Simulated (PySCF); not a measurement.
C₃H₄O₂Si, SMILES C1([SiH2]C(=C)O1)=O. Atoms are numbered in the order given.

```xyz
10

C      0.6056    -2.3212     0.0000
C      0.2101    -1.0526     0.0000
O      1.1105     0.0197     0.0000
C      0.2953     1.1445     0.0000
O      0.7085     2.2538     0.0000
Si    -1.3167     0.0520     0.0000
H      1.6668    -2.5842     0.0000
H     -0.1324    -3.1243     0.0000
H     -2.1592     0.0844     1.2271
H     -2.1592     0.0844    -1.2271
```

Geometry optimised at PBE0-D3(BJ)/def2-SVP. This is a generated structure with no PubChem entry under its InChIKey; it may be hypothetical.

Two levels are set side by side: PBE/pcSseg-1 (PySCF) and PBE0/pcSseg-1 (PySCF). GIAO shifts against H2O (¹⁷O), TMS (²⁹Si), TMS (¹H), TMS (¹³C) at the same level; non-relativistic, no solvent, atoms listed together averaged. Differences are taken from unrounded values.

```
quantity                  PBE
----------------------  -----
δ(¹³C) of C1 (ppm)      109.9
δ(¹³C) of C2 (ppm)      159.9
δ(¹⁷O) of O3 (ppm)      466.4
δ(¹³C) of C4 (ppm)      173.2
δ(¹⁷O) of O5 (ppm)      513.4
δ(²⁹Si) of Si6 (ppm)    -20.1
δ(¹H) of H9, H10 (ppm)   5.84
```

**Question.** These are the PBE values. What does PBE0 give? (An estimate is asked for; the answer gives what the named calculation found.)

**Answer.** 
| quantity | PBE0 | PBE minus PBE0 |
|---|---|---|
| δ(¹³C) of C1 (ppm) | 112.9 | -3.0 |
| δ(¹³C) of C2 (ppm) | 161.7 | -1.8 |
| δ(¹⁷O) of O3 (ppm) | 443.6 | 22.9 |
| δ(¹³C) of C4 (ppm) | 178.4 | -5.1 |
| δ(¹⁷O) of O5 (ppm) | 523.9 | -10.5 |
| δ(²⁹Si) of Si6 (ppm) | -15.5 | -4.6 |
| δ(¹H) of H9, H10 (ppm) | 5.69 | 0.15 |

Rough cost on one machine, each run with all the roots and properties that it gave: PBE0 against PBE within a factor of 2.
